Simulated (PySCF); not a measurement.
# How methods differ on the excitation energy of Nb⁺

Nb⁺ [Kr] 4d4 (5D) → Nb⁺ [Kr] 4d3 5s1 (5F), as a difference of total energies. Calculation: PySCF 2.14, in def2-TZVPPD with the def2 core potential (28 electrons) (6s4p3d2f1g, 56 functions); a scalar-relativistic core potential. Correlated levels: valence and next inner shell: nothing frozen outside the core potential. The calculations carry no spin-orbit coupling.

```
                                method  excitation energy (eV)  error (eV)
                                   UHF                   0.030      -0.296
    MP2 (valence and next inner shell)                   0.207      -0.119
SCS-MP2 (valence and next inner shell)                   0.120      -0.206
   CCSD (valence and next inner shell)                   0.156      -0.170
CCSD(T) (valence and next inner shell)                   0.157      -0.169
```

Reference: 0.326 eV (measured; NIST levels, between the centres of gravity of the two terms).

Errors of the correlated levels include the incompleteness of this basis.
